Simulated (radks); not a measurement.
The numbers below are computed, except where a source is named.
Question: Tm46+, 23 electrons, occupied as [Ar] 3d5. Code: a radial shooting solver on a logarithmic mesh with Libxc functionals. Model: scalar-relativistic Kohn-Sham, BLYP, spin-polarised, spherical densities, finite nucleus; open shells are filled with parallel spins first (spin-orbit coupling, left out, can overturn this in heavy ions); Fermi nuclear charge, rms radius 5.2256 fm. Some entries of the table are withheld. Estimate them.

| orbital | occ. | eigenvalue (hartree) | <1/r> (bohr^-1) | r(max) (bohr) |
|---|---|---|---|---|
| 1s up | 1 | -2277.295 | 79.07 | 0.01261 |
| 1s down | 1 | -2277.284 | 79.08 | 0.01261 |
| 2s up | 1 | -464.4083 | 18.51 | 0.07175 |
| 2s down | 1 | -463.5736 | 18.54 | 0.07169 |
| 2p up | 3 | (1) | 17.04 | 0.05840 |
| 2p down | 3 | (2) | 17.06 | 0.05834 |
| 3s up | 1 | -169.3627 | 7.193 | 0.1976 |
| 3s down | 1 | -168.4330 | 7.165 | 0.1979 |
| 3p up | 3 | -156.4858 | 6.746 | 0.1932 |
| 3p down | 3 | -155.5364 | 6.719 | 0.1935 |
| 3d up | 5 | -142.4182 | 6.405 | 0.1551 |
| 3d down | 0 | -141.2281 | 6.387 | 0.1555 |

Answer: 
(1) 2p up eigenvalue (hartree): -421.8241
(2) 2p down eigenvalue (hartree): -421.1693
